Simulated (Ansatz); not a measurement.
`[OH][AlH][CH2]O[SiH3]` + CH₃NH₂ → `C[NH][AlH][OH]` + `CO[SiH3]`  (ligand exchange at the Al–C bond)

Calculated with Ansatz (gas phase, PBE0-D4/def2-TZVP geometries, no zero-point term in ΔE). CCSD(T)/CBS adds triple-zeta CCSD(T) − MP2 to the extrapolated MP2 energy (def2 sets, frozen cores). DFT in def2-TZVPP. B3LYP here is the variant with VWN-RPA as its local correlation; programs differ in this. Each species was taken in one conformer, which may not be the lowest.

`[OH][AlH][CH2]O[SiH3]`:

Z-matrix (Å, degrees):
```
C
Al 1 1.995
O 1 1.451 2 108.7
H 1 1.096 2 113.5 3 122.1
H 1 1.094 2 112.0 3 -117.3
O 2 1.703 1 116.5 3 -129.3
H 2 1.588 1 121.6 3 62.8
Si 3 1.628 1 114.1 2 44.1
H 6 0.955 2 123.0 1 -173.4
H 8 1.526 3 105.1 1 -38.2
H 8 1.485 3 114.7 1 76.8
H 8 1.479 3 110.7 1 -156.2
```

CH₃NH₂:

Cartesian coordinates in Å:
```
C 0.185 0.072 -0.532
N -0.388 0.196 0.797
H 0.635 -0.904 -0.762
H 0.956 0.834 -0.667
H -0.588 0.267 -1.280
H 0.315 0.030 1.505
H -1.114 -0.495 0.938
```

`C[NH][AlH][OH]`:

Z-matrix (Å, degrees):
```
C
N 1 1.446
H 1 1.097 2 112.5
H 1 1.093 2 110.1 3 119.1
H 1 1.097 2 112.6 3 -121.8
Al 2 1.768 1 129.8 3 -119.4
H 2 1.009 1 111.9 3 60.6
O 6 1.696 2 121.8 1 -0.0
H 6 1.573 2 119.8 1 179.9
H 8 0.954 6 125.8 2 -0.2
```

`CO[SiH3]`:

```xyz
9

C     1.176   -0.238   -0.644
O     0.299   -0.631    0.386
Si   -1.115    0.150    0.683
H     0.694   -0.297   -1.627
H     2.034   -0.912   -0.639
H     1.538    0.786   -0.494
H    -1.751   -0.551    1.821
H    -2.004    0.112   -0.512
H    -0.871    1.580    1.026
```

```csv
level,ΔE (kJ/mol),difference from CCSD(T)/CBS
PBE-D4,-94.5,13.1
r2SCAN-D4,-104.3,3.3
PBE0-D4,-99.3,8.3
ωB97X-V,-105.9,1.7
ωB97M-V,-103.5,4.1
B3LYP,-114.2,-6.6
SCS-MP2/def2-TZVPP,-115.4,-7.8
HF/def2-QZVPP,-131.3,-23.7
HF/CBS(def2),-131.3,-23.7
MP2/CBS(def2),-111.6,-4.0
CCSD(T)/CBS,-107.6,0
```

Largest T1 diagnostic among the species: 0.013.

From PBE to PBE0 (25 % exact exchange), in def2-TZVPP and without D4, ΔE moves by −4.5 kJ/mol. The D4 term adds +4.0 kJ/mol with B3LYP and +2.2 kJ/mol with PBE0; it sums over pairs of atoms, weighted by their polarisabilities, and B3LYP, whose exchange is more repulsive, gets the larger term. In def2-TZVPP, CCSD(T) changes the Hartree–Fock value by +22.0 kJ/mol (the triples alone add +3.6 kJ/mol) and MP2 by +18.0 kJ/mol.
